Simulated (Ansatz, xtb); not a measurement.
# C4H10FPSi: which of two isomers lies lower

We compare I, `F[C@@H]1CC[Si@@H](P)C1`, a singlet, with II, `F[C@@H]1CCC[Si@@H]1P`, a singlet. Both are isolated molecules in the gas phase, relaxed with r2SCAN-D4/def2-SVP; the shapes shown needn't be the lowest conformers.

I (Å):

```yaml
atoms:
  - { symbol: C, position_ang: [1.2040, 0.4262, -0.5803] }
  - { symbol: C, position_ang: [0.6042, -0.4960, -1.6377] }
  - { symbol: C, position_ang: [-0.7398, 0.1057, -2.0978] }
  - { symbol: C, position_ang: [0.1601, 0.7047, 0.4997] }
  - { symbol: F, position_ang: [1.4958, 1.6463, -1.2049] }
  - { symbol: P, position_ang: [-3.2755, -0.1853, 0.2414] }
  - { symbol: Si, position_ang: [-1.4398, 0.9150, -0.5202] }
  - { symbol: H, position_ang: [2.1557, 0.0375, -0.1735] }
  - { symbol: H, position_ang: [1.3142, -0.6297, -2.4710] }
  - { symbol: H, position_ang: [0.4520, -1.4894, -1.1787] }
  - { symbol: H, position_ang: [-0.5626, 0.8900, -2.8521] }
  - { symbol: H, position_ang: [-1.4014, -0.6440, -2.5585] }
  - { symbol: H, position_ang: [-1.8388, 2.3419, -0.7091] }
  - { symbol: H, position_ang: [-2.5288, -1.3577, 0.5851] }
  - { symbol: H, position_ang: [-3.1830, 0.3596, 1.5614] }
  - { symbol: H, position_ang: [0.4516, 1.5746, 1.1083] }
  - { symbol: H, position_ang: [0.0775, -0.1640, 1.1755] }
```

II (Å):

```csv
atom,x (Å),y (Å),z (Å)
C,1.3419,-1.4433,-2.0477
C,1.1989,-2.9538,-1.8982
C,-0.2043,-3.2563,-1.3530
C,-0.4215,-2.4107,-0.0792
F,0.6197,-1.0390,-3.1877
P,-1.0515,0.7959,-1.2633
Si,0.4132,-0.7549,-0.5012
H,2.3902,-1.1300,-2.1920
H,1.3977,-3.4537,-2.8621
H,1.9647,-3.3062,-1.1810
H,-0.9439,-2.9688,-2.1207
H,-0.3428,-4.3338,-1.1621
H,-1.4851,-2.3287,0.1960
H,0.0997,-2.8693,0.7807
H,1.3351,-0.2619,0.5715
H,-1.1859,1.4390,0.0090
H,-0.0097,1.6779,-1.6895
```

Quicker runs give these differences E(II) − E(I): GFN2-xTB +0.095 eV; HF/STO-3G +0.239 eV (at GFN2-xTB geometries); r2SCAN-D4/def2-SVP//GFN2-xTB +0.361 eV.

Q: Estimate E(II) − E(I) at the level CCSD(T)/def2-SVP + ΔMP2/def2-TZVPP.

A: Calculated at CCSD(T)/def2-SVP + ΔMP2/def2-TZVPP: E(II) − E(I) = +0.348 eV, so structure I lies lower.

How the difference moves with the method:

| level | geometry | E(II) − E(I) (eV) | departure from the last row (eV) | job, with rough time for the two |
| --- | --- | --- | --- | --- |
| GFN2-xTB | GFN2-xTB | +0.095 | −0.254 | optimisation, 0.55 s |
| HF/STO-3G | GFN2-xTB | +0.239 | −0.109 | single point, 0.48 s |
| r2SCAN-D4/def2-SVP//GFN2-xTB | GFN2-xTB | +0.361 | +0.013 | single point, 5.5 s |
| r2SCAN-D4/def2-SVP | r2SCAN-D4/def2-SVP | +0.343 | −0.005 | optimisation, 69 s |
| HF/def2-SVP | r2SCAN-D4/def2-SVP | +0.384 | +0.036 | part of the CCSD(T) run |
| MP2/def2-SVP | r2SCAN-D4/def2-SVP | +0.368 | +0.020 | part of the CCSD(T) run |
| CCSD(T)/def2-SVP | r2SCAN-D4/def2-SVP | +0.350 | +0.002 | single point |
| CCSD(T)/def2-SVP + ΔMP2/def2-TZVPP | r2SCAN-D4/def2-SVP | +0.348 |  | single point, 1.8 min |

As drawn, both hold the same kinds of bond in the same numbers.

The levels shown agree on the order. The largest departure from CCSD(T)/def2-SVP + ΔMP2/def2-TZVPP is that of GFN2-xTB, 0.254 eV. The last row adds to CCSD(T) the change of the MP2 difference between the two basis sets, here −0.002 eV.

With thermal terms from frequencies at re-optimised GFN2-xTB minima (ideal gas, soft modes damped towards free rotors, one conformer each, 298.15 K, 1 atm): on the last row, ΔE + ΔZPE = +0.356, ΔH = +0.354, ΔG = +0.364 eV.

The correlated steps freeze 15 core orbitals. Codes used: Ansatz 0.2.0, xtb 6.7.1; the last row on 4 threads of Arm Neoverse V1 on a shared host.
